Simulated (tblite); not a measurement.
Computed with GFN2-xTB (tblite): harmonic, unscaled wavenumbers at the GFN2-xTB geometry, gas phase. The method is semi-empirical: single wavenumbers can be off by several per cent or more. Modes of hydrogen on silicon can be 10 to 20 % off. One conformer each. Thermal functions are those of the rigid rotor and harmonic oscillator, without mixing of conformers.

**Question.** Order these by their zero-point energy, highest first (kJ/mol).
A. `C=Cc1cc(F)[n-]n1`
B. `CCCCC([SiH3])[SiH3]`
C. `O=P1(CO)C=CCC=C1`
D. `[SiH2]1[Si@](O[SiH2]C1=C)(Cl)C`
E. `CC(=O)c1pccn1C`
F. `COc1nnc(C2CC2)o1`

**Answer.** B (490.4), F (363.1), C (360.1), E (338.8), D (283.0), A (210.2).

```tsv
SMILES	atoms	mass (u)	symmetry number	modes under 300 cm⁻¹	ZPE (kJ/mol)	S translation (J/(mol K))	S rotation	S vibration	S	Cp
CCCCC([SiH3])[SiH3]	23	132.08	1	10	490.4	169.8	125.5	154.0	449.2	189.8
COc1nnc(C2CC2)o1	18	140.06	1	7	363.1	170.5	122.9	109.6	402.9	147.4
O=P1(CO)C=CCC=C1	18	144.03	1	6	360.1	170.8	122.1	110.9	403.9	158.8
CC(=O)c1pccn1C	17	141.03	1	6	338.8	170.6	122.2	109.6	402.4	150.1
C=C1[SiH2]O[Si@](C)(Cl)[SiH2]1	17	179.96	1	10	283.0	173.6	127.4	162.3	463.4	194.2
C=Cc1cc(F)[n-]n1	12	111.04	1	3	210.2	167.6	117.1	57.9	342.6	111.9
```

Entropies and Cp are for 298.15 K and 1 bar.
